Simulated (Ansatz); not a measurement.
Basis-set extrapolation for CH5BN2O, SMILES `NB1NCO1` (PBE0-D4/def2-TZVP geometry, frozen core, the Gaussian-basis code of Ansatz). Multiplicity 1, RHF reference.

```tsv
	def2-TZVPP	def2-QZVPP
HF	-249.420070	-249.432045
MP2 correlation	-0.909448	-0.975349
CCSD(T) correlation	-0.970671	not run
```

Energies in hartree. Use E(X) = E(∞) + A·exp(−7.88·√X) for Hartree–Fock and E(X) = E(∞) + B·X^(−2.97) for correlation, with X = 3 and 4, and add CCSD(T) minus MP2 of the smaller set to the MP2 limit.

**Question.** What is the CCSD(T) energy at the basis-set limit?

**Answer.** HF limit: -249.432045 + (-0.011975) × 0.13774 = -249.43369. MP2 limit: -0.975349 + (-0.065901) × 0.74074 = -1.02416. Higher-order term: -0.970671 − (-0.909448) = -0.06122. Total: -250.51907 hartree, 336.9 kJ/mol below CCSD(T)/def2-TZVPP.
